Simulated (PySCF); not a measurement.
**Frontier orbitals and the lowest excitations**

SnPhH3, C₆H₈Sn.
Structure used (PBE0-D3(BJ)/def2-SVP), in Å, numbered top down from 1:
```
atom  x, y, z in Å
Sn1    0.012    0.030   -2.657
C2     0.006    0.007   -0.513
C3    -1.024    0.629    0.204
C4    -1.038    0.605    1.599
C5    -0.020   -0.042    2.296
C6     1.013   -0.664    1.595
C7     1.025   -0.638    0.200
H8    -1.830    1.148   -0.324
H9    -1.848    1.096    2.143
H10   -0.029   -0.061    3.388
H11    1.816   -1.170    2.137
H12    1.848   -1.128   -0.331
H13    1.632    0.047   -3.215
H14   -0.822    1.428   -3.196
H15   -0.775   -1.362   -3.279
```

Computed with PySCF 2.14.0, density-fitted response routines, TDDFT wB97X-D/def2-SVPD, vertical, gas phase, core orbitals frozen in the response, def2 core potentials past Kr. Spin–orbit coupling is left out.

Frontier orbitals with the atoms that hold most of them (Löwdin shares over 4%, at most four atoms; ? is withheld):

```tsv
orbital	ε (eV)	atoms
LUMO+2	1.59	Sn1 60%, H14 9%, H13 9%, H15 9%
LUMO+1	1.26	C6 18%, C3 18%, C4 17%, C7 16%
LUMO	1.09	C2 20%, C5 19%, C7 12%, C3 10%
HOMO	-9.13	?
HOMO-1	-9.21	?
HOMO-2	-10.12	C2 31%, Sn1 22%, C7 8%, C3 8%
HOMO-3	-10.92	Sn1 41%, H14 29%, H13 23%
```

(1) Give the leading atoms of the HOMO.

(2) Which atoms hold the HOMO-1, and with what shares?

(3) How does S1 compare with the orbital gap of 10.23 eV?

(4) Give energy, strength and leading configuration of S3 and S4, and follow the Löwdin shares of the leading atoms from the occupied to the empty orbital.

Results:

(1) C2 (bonded to 2 C and Sn) 24%; C5 (bonded to 2 C and H) 23%; C7 (bonded to 2 C and H) 10%; C3 (bonded to 2 C and H) 10%.

(2) C3 (bonded to 2 C and H) 20%; C7 (bonded to 2 C and H) 20%; C6 (bonded to 2 C and H) 20%; C4 (bonded to 2 C and H) 20%.

(3) S1 is at 5.41 eV (f = 0.0005), 4.81 eV below the gap, made of HOMO-1→LUMO (50%), HOMO→LUMO+1 (46%). Its leading pair isn't HOMO and LUMO; the energies of that pair differ by 10.31 eV. 

(4) 
- S3 (6.51 eV, f 0.0074), HOMO-2→LUMO (94%): C2 31% → 20%, Sn1 22% → at most 11%, C5 at most 9% → 19%
- S4 (6.67 eV, f 0.0038), HOMO-2→LUMO+1 (96%): C2 31% → at most 17%, Sn1 22% → at most 17%, C6 at most 9% → 18%, C3 8% → 18%

On one thread of an Intel Xeon at 2.50 GHz, no GPU (shared host), this took 6.8 min wall (grids of density and orbitals included) and 1.2 GiB of memory at its peak.

One conformer stands for the species.
